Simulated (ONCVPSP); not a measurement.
# Transferability test, ONCV potential for F

fluorine (F), optimised norm-conserving Vanderbilt (ONCV), made with ONCVPSP 4.0.1 (LDA (Perdew-Wang 92), scalar-relativistic). Core [He], reference 2s2 2p5. Waves: 2s: rc 0.70 bohr, ncon 3, nbas 7, qcut 11.4 1/bohr, 1 projector; 2p: rc 1.45 bohr, ncon 4, nbas 7, qcut 8.9 1/bohr, 2 projectors, debl 3.3 Ha; d scattering state at 0.4 Ha: rc 1.25 bohr, ncon 4, nbas 7, qcut 8.1 1/bohr, 1 projector. Local part: polynomial inside 0.50 bohr (lpopt 3, dvloc0 4 Ha). Core correction: none.

Energies are relative to the spin-unpolarised reference configuration 2s2 2p5; without spin polarisation the order of configurations can differ from experiment.

```csv
valence configuration,charge,ΔE all-electron (eV),error AE − PS (meV)
2s2 2p4,+1,19.558,+44
2s2 2p3,+2,58.076,+335
2s2 2p1,+4,204.693,+3320
```

Task: What are ΔE and the potential's error for 2s2 2p2?

Result: ΔE = 118.816 eV all-electron; the error (AE − PS) is +1244 meV.

Levels in the configuration 2s2 2p3:

| level | all-electron (eV) | pseudo (eV) |
| --- | --- | --- |
| 2s | -67.614 | -67.484 |
| 2p | -49.120 | -48.596 |
